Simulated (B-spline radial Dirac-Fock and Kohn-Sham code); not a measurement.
# Compton profile of Cs⁶⁺

System: cesium as Cs⁶⁺, configuration [Kr] 4d10 5s2 5p1.

Method: the impulse approximation on relativistic Hartree-Fock (Dirac-Fock) wave functions, averaged over the configuration. Computed with a radial atomic solver. pz is in atomic units of momentum; subshell profiles are per electron, for a selection of subshells; open shells are spread over both j values by their weights.

```tsv
pz	J total	J 3d3/2	J 4d3/2	J 5p3/2
0	6.041	0.0488	0.141	0.407
0.1	6.018	0.0488	0.141	0.407
0.2	5.952	0.0488	0.141	0.406
0.3	5.847	0.0488	0.141	0.403
0.4	5.709	0.0488	0.141	0.397
0.5	5.549	0.0488	0.141	0.384
0.6	5.375	0.0488	0.141	0.364
0.8	5.020	0.0488	0.141	0.305
1	4.698	0.0488	0.140	0.229
1.2	4.430	0.0488	0.139	0.154
1.4	4.207	0.0488	0.137	0.0945
1.6	4.009	0.0488	0.134	0.0555
1.8	3.815	0.0488	0.129	0.0345
2	3.613	0.0487	0.123	0.0256
2.5	3.067	0.0487	0.103	0.0227
3	2.530	0.0484	0.0793	0.0197
4	1.742	0.0474	0.0379	0.00747
5	1.316	0.0452	0.0150	0.00229
7	0.8943	0.0369	0.00360	0.00152
10	0.5277	0.0216	0.00305	0.000606
15	0.2364	0.00643	0.00124	8.57e-05
20	0.1216	0.00176	0.000356	7.67e-05
30	0.04190	0.000160	3.24e-05	2.85e-05
40	0.01833	2.09e-05	4.17e-06	7.79e-06
60	0.005048	< 1e-6	< 1e-6	< 1e-6
100	0.0007274	< 1e-6	< 1e-6	< 1e-6
```

J(0) = 6.041. The 5s1/2 subshell gives the largest part, 20 %.

Mean momentum ⟨p⟩ by subshell (a.u.): 1s1/2 51.5, 2s1/2 18.3, 2p1/2 24.4, 2p3/2 22.9, 3s1/2 8.97, 3p1/2 10.7, 3p3/2 10.3, 3d3/2 12.3, 3d5/2 12.1, 4s1/2 4.35, 4p1/2 4.81, 4p3/2 4.65, 4d3/2 4.89, 4d5/2 4.82, 5s1/2 1.91, 5p1/2 2.03, 5p3/2 1.98.
